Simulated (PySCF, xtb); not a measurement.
BrH3OSiZn, SMILES [SiH3][O][Zn][Br].

GFN2-xTB in xtb at its own geometry gives an orbital gap of 3.26 eV and a dipole moment of 3.95 D.

Geometry: TPSSh-D3(BJ)/def2-SVP. The structure was generated by enumeration; whether it is a known compound was not checked. The values are those of a single conformer.

### Question
What does r2SCAN/def2-TZVP run with PySCF give? (Estimate from the structure and the level; the computed values follow.)

### Answer
gap 5.05 eV (levels -7.38 and -2.33 eV), dipole 0.16 D.
